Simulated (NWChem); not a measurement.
# Atomisation of C3H2F3

```xyz
8

F     -2.6475    -0.2420     0.0000
C     -1.4332     0.3168     0.0000
C     -0.3094    -0.4973     0.0000
C      0.9853    -0.0429     0.0000
F      2.0449    -0.8264     0.0000
F      1.3170     1.2365     0.0000
H     -1.4385     1.4081     0.0000
H     -0.4485    -1.5808     0.0000
```
Charge 0, spin multiplicity 2.

Program: NWChem. Structure: optimised with UB3LYP/def2-SVP, a minimum by its harmonic frequencies. It is one conformer; others weren't searched.

Basis set: def2-TZVP. The atomisation energy is electronic alone: no zero-point, thermal, spin-orbit or counterpoise terms. No value is extrapolated to the basis-set limit. Free atoms are single determinants with multiplicities F 2, C 3, H 2.

B3LYP has NWChem's definition, with VWN1-RPA local correlation. The structure started from a generated list of species. The unpaired electrons of the parent sit in orbitals of symmetry a" (Cs labels of the run); other states weren't searched. No SCF solution was tested for a lower state.

Q: Order these methods by the atomisation energy they give, lowest first: r2SCAN, PBE0, CAM-B3LYP, PBE, BHandHLYP, LDA (SVWN5).

A: BHandHLYP (748.7 kcal/mol), CAM-B3LYP (798.5 kcal/mol), PBE0 (803.9 kcal/mol), r2SCAN (805.0 kcal/mol), PBE (836.0 kcal/mol), LDA (SVWN5) (961.4 kcal/mol)
